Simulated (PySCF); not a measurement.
MoNF3 (singlet state).
Bonds: Mo1–N2, Mo1–F3, Mo1–F4, Mo1–F5.

A GFN2-xTB structure was refined with PBE0-D3(BJ)/def2-SVP geometry optimisation, gas phase, def2 core potentials past Kr in PySCF. Its GFN2-xTB values:

```csv
coordinate,GFN2-xTB
Mo1–N2,1.683 Å
Mo1–F3,1.683 Å
N2–Mo1–F3,108.3°
F3–Mo1–F4,109.3°
```

Q: How do these coordinates change at the PBE0-D3(BJ)/def2-SVP level?

A: 
```
coordinate  PBE0-D3(BJ)/def2-SVP (Å or °)  change
    Mo1–F3                          1.838  +0.155
    Mo1–N2                          1.611  -0.072
 F3–Mo1–F4                          113.6    +4.3
 N2–Mo1–F3                          104.8    -3.5
```

The energy falls by 0.717 eV over 7 energy and gradient evaluations, the largest force component goes from 0.1348 to 2.0e-04 Eh/bohr, and the atoms move by 0.078 Å rms after alignment. The bond that changes most is Mo1–F3 (ends: molybdenum bonded to 3 F and N; fluorine bonded to Mo), which lengthens by 0.155 Å. Bonds longer at the end by more than 0.005 Å: 2 of 4; shorter: 2. Rotational constants go from 3889, 3602, 3014 to 3645, 3634, 2808 MHz.

The run used 87 basis functions and 57 SCF cycles in all.

Whether it is a minimum is left open (no frequencies).
